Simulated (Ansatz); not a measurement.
`BrBB1C=C1` + NH₃ → `NBBr` + `B1C=C1` at 700 K and 1 bar (cleavage of the B–B bond).

Computed with Ansatz on PBE0-D4/def2-TZVP structures; ΔE is electronic, products minus reactants. CCSD(T)/CBS is the MP2 limit (def2-TZVPP, def2-QZVPP) plus CCSD(T) − MP2 in def2-TZVPP, frozen cores. This one scheme is used for every species. For Br outer-core shells are correlated without core-valence functions, which leaves a few kJ/mol of doubt a bond. Scalar relativity is left out up to krypton. Each species was taken in one conformer, which may not be the lowest.

| species | CCSD(T)/CBS energy (Eh) | H − E (kJ/mol) | S (J/(mol·K)) |
| --- | --- | --- | --- |
| `BrBB1C=C1` | -2700.77914 | 187.7 | 424.6 |
| NH₃ | -56.50880 | 116.9 | 226.5 |
| `NBBr` | -2654.70322 | 151.4 | 344.2 |
| `B1C=C1` | -102.63332 | 149.8 | 298.3 |

H − E and S are ideal-gas, rigid-rotor, harmonic terms from PBE0-D4/def2-TZVP, for one conformer and one mirror image of each species. 1 Eh = 2625.50 kJ/mol, R = 8.31446 J/(mol·K).

Question: By hand: ΔE, ΔH, ΔS and ΔG.

Answer: ΔE = (-2654.70322) + (-102.63332) − (-2700.77914) − (-56.50880) = -0.04860 Eh = -127.6 kJ/mol. Δ(H − E) = 151.4 + 149.8 − 187.7 − 116.9 = -3.4, so ΔH = -131.0 kJ/mol. ΔS = 344.2 + 298.3 − 424.6 − 226.5 = -8.6 J/(mol·K). ΔG = -131.0 − 700 × (-8.6)/1000 = -125.0 kJ/mol.

Question: By hand: the equilibrium constant, and the temperature at which ΔG would vanish if ΔH and ΔS stayed fixed.

Answer: log₁₀ K = −ΔG/(RT ln 10) = 9.3. ΔG = 0 at ΔH/ΔS = 15233 K, far beyond where these terms or the molecules hold.

The number of gas molecules stays the same, so ΔS is small and ΔH decides. A doubt of 5 kJ/mol in ΔE shifts log₁₀ K by 0.4 here. Other conformers and mirror images would add mixing entropy, several J/(mol·K) or more a flexible species. These are equilibria of isolated gas molecules and say nothing of rates. Largest T1 diagnostic: 0.012 (customary marks: 0.02 for closed shells, 0.045 for open ones).
